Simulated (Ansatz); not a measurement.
F3OSi (SMILES [O][Si](F)(F)F), doublet, geometry from GFN2-xTB; PBE0/def2-SV(P) (Ansatz, a first-principles code).

Ansatz was given this input:
Ansatz 0.2 input:
```yaml
crystal:
  periodic: [false, false, false]
  atoms:
    - {symbol: O, position_ang: [1.63806956, -0.17665341, 0.19951219]}
    - {symbol: Si, position_ang: [0.09099432, -0.00981305, 0.01108285]}
    - {symbol: F, position_ang: [-0.34921159, 1.48117889, -0.30939957]}
    - {symbol: F, position_ang: [-0.74988398, -0.42632996, 1.29131116]}
    - {symbol: F, position_ang: [-0.49851299, -0.88255894, -1.17649576]}
basis:
  gaussian:
    orbitals: def2-SV_P_.json
    final_grid: {core_spheres: 6, valence_spheres: 12, degree: 29}
hamiltonian:
  xc: pbe0
magnetization: {spin_polarized: true, initial_magnetization: 1}
```
The basis file holds def2-SV(P) in the JSON format of the Basis Set Exchange.

Task: What does Ansatz print? Leave out banner, timings and long lists.

Result: 
```
Functional definition: PBE0
676 factors; integrals over basis functions are off by at most 5.0e-4 eV
mean field evaluation 1: about -18051.0375 eV, gradient 3.4e1 eV
mean field evaluation 2: about -18048.8888 eV, gradient 4.4e1 eV
mean field evaluation 4: about -18054.6670 eV, gradient 1.2e0 eV
mean field evaluation 8: about -18054.7070 eV, gradient 8.2e-2 eV
mean field evaluation 16: about -18054.7071 eV, gradient 8.2e-5 eV
mean field evaluation 32: about -18054.7068 eV, gradient 2.5e-1 eV
mean field -18054.70705339 eV, -663.4982462922 hartree, gradient 1.3e-6 eV, S^2 0.752096; 1 other end points of the search recorded, 0 dependent functions left out
reference -18054.70706972 eV, -663.4982468924 hartree; 25, 24 occupied and 49, 50 virtual orbitals, 676 factors
Total energy: -18054.70706972 eV, -663.4982468924 hartree
```
